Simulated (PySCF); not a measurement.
Excitations are Tamm–Dancoff values on a coarser integration grid. The basis has no diffuse functions, so Rydberg states are missing or too high.

Cartesian coordinates (Å):
```xyz
10

C      1.4510    -0.4031     0.2804
C      0.2894     0.2427     0.3005
C     -1.0455    -0.3806     0.0415
O      0.2677     1.5871     0.5763
H      1.4834    -1.4598     0.0652
H      2.3790     0.1143     0.4778
H     -1.5354     0.0946    -0.8146
H     -1.7034    -0.2614     0.9085
H     -0.9472    -1.4434    -0.1685
H     -0.6388     1.9096     0.5545
```
Charge 0, multiplicity 1.

What is the computed HOMO, total energy and T1 excitation (TDA) (PBE-D3(BJ)/def2-TZVP // B3LYP-D3(BJ)/def2-TZVP run with PySCF 2.14.0)?


- HOMO = -5.29 eV
- total energy = -192.9715 Ha
- T1 excitation (TDA) = 4.34 eV
